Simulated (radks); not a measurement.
All-electron atom: Ge14+ in [Ar]. Calculated with a radial shooting solver on a logarithmic mesh with Libxc functionals: Dirac Kohn-Sham, PBE, spin-unpolarised, spherical densities, point nucleus.

Radial electron density D(r) = 4 pi r^2 rho(r):

```
   r/bohr * D(r) (the largest magnitude, 45.8, reaches the edge; | marks zero)
 0.003852 |    *
 0.004819 |      *
 0.006029 |        *
 0.007543 |            *
 0.009437 |                 *
  0.01181 |                       *
  0.01477 |                              *
  0.01848 |                                     *
  0.02312 |                                          *
  0.02892 |                                              *
  0.03618 |                                              *
  0.04527 |                                            *
  0.05618 |                                        *
  0.07029 |                                      *
  0.08794 |                                          *
     0.11 |                                                 *
   0.1376 |                                                      *
   0.1722 |                                                  *
   0.2154 |                                     *
   0.2695 |                      *
   0.3372 |                 *
   0.4218 |                    *
   0.5278 |                     *
   0.6603 |              *
    0.826 |     *
    1.033 | *
    1.293 *
    1.617 *
```

D(r) has 3 maxima, at r = 0.0331, 0.142, 0.487 bohr, and minima at 0.0686, 0.334 bohr, inside which lie 2.09, 10.38 electrons.
